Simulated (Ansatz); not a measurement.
A structure relaxed at PBE0-D4/def2-TZVP, charge 0, multiplicity 1:

```xyz
22

C     0.706    2.100   -1.357
N     0.438    0.686   -1.543
Ge    0.035   -0.431   -0.188
O     1.364   -1.338    0.537
C     2.496   -0.621    0.974
O    -1.015   -1.740   -0.704
C    -2.248   -1.417   -1.313
O    -0.721    0.615    1.016
C    -1.151    0.049    2.236
H     0.402    2.665   -2.244
H     0.121    2.470   -0.516
H     1.761    2.324   -1.156
H     0.937    0.270   -2.313
H     2.969   -0.059    0.159
H     3.222   -1.343    1.355
H     2.255    0.082    1.780
H    -2.127   -0.705   -2.137
H    -2.957   -0.993   -0.593
H    -2.672   -2.341   -1.711
H    -1.513    0.859    2.871
H    -1.967   -0.667    2.087
H    -0.337   -0.467    2.759
```

(1) Give its formula and SMILES.

(2) Point group (tolerance 0.08 Å, 0.16 Å for H)?

(3) Summarise the bond lengths by kind.

Answers

(1) C4H13GeNO3, `C[NH][Ge]([O]C)([O]C)[O]C`.

(2) C1.

(3) 1 × C–N 1.450 Å; 12 × C–H 1.090 to 1.097 Å; 1 × Ge–N 1.802 Å; 1 × H–N 1.008 Å; 3 × Ge–O 1.756 to 1.766 Å; 3 × C–O 1.409 to 1.412 Å.

Program: Ansatz 0.2.0.
